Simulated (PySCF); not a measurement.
AlCl₂, SMILES [Cl][Al][Cl], multiplicity 2. Atoms are numbered in the order given.

```xyz
3

Al     0.0000     0.0000     0.7772
Cl     0.0000     1.8206    -0.2972
Cl     0.0000    -1.8206    -0.2972
```
Charge 0, spin multiplicity 2.

Geometry: B3LYP-D3(BJ)/def2-TZVP. The spin state was assumed, not searched. The isomer is the one that the SMILES or the coordinates give; other isomers of the formula were not compared.

The numbers are results of B3LYP/pcH-1 (PySCF), not measurements.

Unrestricted Kohn–Sham, ⟨S²⟩ = 0.751. Hyperfine tensors hold the contact and dipolar terms, without spin-orbit corrections.

Computed hyperfine couplings:
```csv
nucleus,A(iso) (MHz),A(iso) (G),dipolar principal values (MHz)
27Al no. 1,1582.8,564.8,"-42.0, -35.7, 77.6"
35Cl no. 2,42.1,15.0,"-24.0, -21.8, 45.8"
35Cl no. 3,42.1,15.0,"-24.0, -21.8, 45.8"
```

Problem. And the g tensor (effective nuclear charges for spin-orbit coupling, GIAO)? (The exact figures need the calculation; the answer reports its results.)

Solution. principal values 1.9908, 1.9994, 2.0026; isotropic 1.9976.
